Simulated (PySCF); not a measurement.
# Fractional electron number in Ni²⁺ (nickel, charge +2)

The 3d beta orbital of [Ar] 3d8 is emptied in steps (occupation f), with all orbitals relaxed, ending at [Ar] 3d7. Computed with PySCF 2.14 in aug-cc-pVDZ (7s6p4d2f, 59 functions), with no relativity, point nucleus. The exact energy is a straight line in f; departures are measured from the line between the end points of the same method.

```tsv
f	B3LYP (eV)
1	0.000
0.9	-0.575
0.7	-1.351
0.5	-1.619
0.3	-1.368
0.1	-0.590
0	0.000
```

Problem. For B3LYP, how does the orbital energy at f = 1 compare with the removal energy?

Solution. −ε = 29.994 eV against a total-energy difference of 36.354 eV. By Janak's theorem ε = ∂E/∂f, so the gap between them reflects the curvature. Along the path −ε is 31.223 (f = 0.9), 33.733 (f = 0.7), 36.301 (f = 0.5), 38.920 (f = 0.3), 41.581 (f = 0.1) eV.

Reference removal energy between the ground levels: 35.187 ± 0.019 eV (measured; NIST Atomic Spectra Database, ionization energies). The calculation has no spin-orbit coupling. The determinant left behind need not be the lowest term of the ion.
